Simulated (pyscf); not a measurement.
HO–Ga(OH)–SH, singlet

Gas-phase minimum from PySCF at ωB97X-D3(BJ)/def2-SVP, one conformer. 

SMILES: [OH][Ga]([OH])[SH]
```xyz
7

O      1.0727     0.6323    -0.8508
Ga    -0.3262    -0.1996    -0.1350
O     -0.3843    -0.3168     1.6348
S     -1.9539    -1.0737    -1.2935
H      1.0804     0.6853    -1.8124
H      0.3686     0.0926     2.0762
H     -2.5932    -1.4926    -0.1829
```
Charge 0, spin multiplicity 1.

Bonds (Å): O1–Ga2 1.778, O1–H5 0.963, Ga2–O3 1.775, Ga2–S4 2.181, O3–H6 0.964, S4–H7 1.348. Bond angles (°): Ga2–O1–H5 115.7, O1–Ga2–O3 117.3, O1–Ga2–S4 124.1, O3–Ga2–S4 118.6, Ga2–O3–H6 113.8, Ga2–S4–H7 92.3.

Properties at ωB97X-D3(BJ)/def2-SVP:

| Property | Value |
|---|---|
| Harmonic wavenumbers, unscaled | 135, 180, 187, 225, 313, 345, 426, 703, 716, 749, 803, 827, 2760, 3912, 3926 cm⁻¹ |
| Zero-point energy | 23.2 kcal/mol |
| Rotational symmetry number | 1 |
| Entropy of this conformer at 298 K and 1 atm, rigid rotor and harmonic oscillator, modes under 100 cm⁻¹ raised to 100 | 340.3 J/(mol K) |
| Dipole moment | 0.63 D |

Single-point totals, which compare only within one level (frozen core for MP2 and CC):

```
level                   total energy (hartree)
----------------------  ----------------------
ωB97X-D3(BJ)/def2-TZVP             -2475.48239
PBE/def2-TZVP                      -2474.86173
r²SCAN/def2-TZVP                   -2475.37515
B3LYP-D3(BJ)/def2-TZVP             -2475.55921
PBE0-D3(BJ)/def2-TZVP              -2474.93450
M06-2X/def2-TZVP                   -2475.40955
ωB97M-D3(BJ)/def2-TZVP             -2475.59007
HF/def2-TZVPP                      -2472.44365
MP2/def2-TZVPP                     -2473.33056
CCSD/def2-TZVPP                    -2473.34273
CCSD(T)/def2-TZVPP                 -2473.37910
```

Soft torsions are taken as harmonic, which can shift the entropy by several J/(mol K). The CCSD(T) − MP2 part came from Ansatz, without density fitting, on the same reference. The frozen core leaves the outer d or s,p core shells of the metals and heavy elements correlated in the MP2 and CC values, and def2-TZVPP describes them poorly, so these totals are far from the basis limit. Elements up to Kr have no core potential and no relativistic terms here.
